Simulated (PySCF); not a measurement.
## Two-component Hartree-Fock for Eu²⁸⁺ (europium, charge +28)

Start: [Ar] 3d10 4s2 4p5; 4p1/2 filled at m_j = -1/2, +1/2; 4p3/2 filled at m_j = -1/2, +1/2, +3/2. Calculated with PySCF 2.14 in an even-tempered Gaussian basis (17 s from 2.4 bohr⁻², ratio 2.8; 14 p from 3.1 bohr⁻², ratio 2.8; 8 d from 5.6 bohr⁻², ratio 2.8; 4 f from 17 bohr⁻², ratio 3): generalised Hartree-Fock with the X2C-1e Hamiltonian and a Gaussian nucleus; one run each with spin-orbit coupling (SO) switched off, then screened by Boettger's factors.

```json
{"spinor shell": "1s1/2", "electrons": "2", "ε, spin-free (eV)": "-49742.2", "ε, screened SO (eV)": "-49732.9", "weight of nominal j (screened SO)": "1.000", "rms radius, screened SO (bohr)": "0.0254"}
{"spinor shell": "2s1/2", "electrons": "2", "ε, spin-free (eV)": "-9102.4", "ε, screened SO (eV)": "-9099.1", "weight of nominal j (screened SO)": "1.000", "rms radius, screened SO (bohr)": "0.103"}
{"spinor shell": "2p1/2", "electrons": "2", "ε, spin-free (eV)": "-8212.1", "ε, screened SO (eV)": "-8668.8", "weight of nominal j (screened SO)": "1.000", "rms radius, screened SO (bohr)": "0.0881"}
{"spinor shell": "2p3/2", "electrons": "4", "ε, spin-free (eV)": "-8212.1", "ε, screened SO (eV)": "-8014.8", "weight of nominal j (screened SO)": "1.000", "rms radius, screened SO (bohr)": "0.0944"}
{"spinor shell": "3s1/2", "electrons": "2", "ε, spin-free (eV)": "-2775.1", "ε, screened SO (eV)": "-2773.7", "weight of nominal j (screened SO)": "1.000", "rms radius, screened SO (bohr)": "0.263"}
{"spinor shell": "3p1/2", "electrons": "2", "ε, spin-free (eV)": "-2491.2", "ε, screened SO (eV)": "-2588.6", "weight of nominal j (screened SO)": "1.000", "rms radius, screened SO (bohr)": "0.254"}
{"spinor shell": "3p3/2", "electrons": "4", "ε, spin-free (eV)": "-2491.2", "ε, screened SO (eV)": "-2447.9", "weight of nominal j (screened SO)": "1.000", "rms radius, screened SO (bohr)": "0.267"}
{"spinor shell": "3d3/2", "electrons": "4", "ε, spin-free (eV)": "-2116.2", "ε, screened SO (eV)": "-2133.5", "weight of nominal j (screened SO)": "1.000", "rms radius, screened SO (bohr)": "0.238"}
{"spinor shell": "4s1/2", "electrons": "2", "ε, spin-free (eV)": "-1196.9", "ε, screened SO (eV)": "-1196.3", "weight of nominal j (screened SO)": "1.000", "rms radius, screened SO (bohr)": "0.558"}
{"spinor shell": "4p1/2", "electrons": "2", "ε, spin-free (eV)": "-1089.2", "ε, screened SO (eV)": "-1116.9", "weight of nominal j (screened SO)": "0.998", "rms radius, screened SO (bohr)": "0.564"}
{"spinor shell": "4p3/2", "electrons": "3", "ε, spin-free (eV)": "-1089.2", "ε, screened SO (eV)": "-1076.7", "weight of nominal j (screened SO)": "0.999", "rms radius, screened SO (bohr)": "0.587"}
```

(1) Where does 3d5/2 lie, and what is the 3d spin-orbit splitting (screened SO)?

```csv
quantity,spin-free,screened SO
E (hartree),-10447.69085,-10454.78556
M_J,3/2,3/2
⟨J²⟩,3.752,3.751
⟨L²⟩,2.001,2.037
⟨S²⟩,0.750,0.786
```

Each row is a mean over spinors that exchange with the open shell spreads, by up to 10.082 eV (4s1/2).

Breit and QED terms are absent; they matter most for the inner s and p1/2 levels.

Densities and radii are taken from the X2C orbitals without a picture-change correction, which distorts them close to the nucleus.

Without spin-orbit coupling the j labels of p, d and f shells carry no meaning; the spin-free column gives the mean over the occupied spinors of each nl shell.

Answers

(1) At -2103.1 eV, 30.447 eV above 3d3/2.
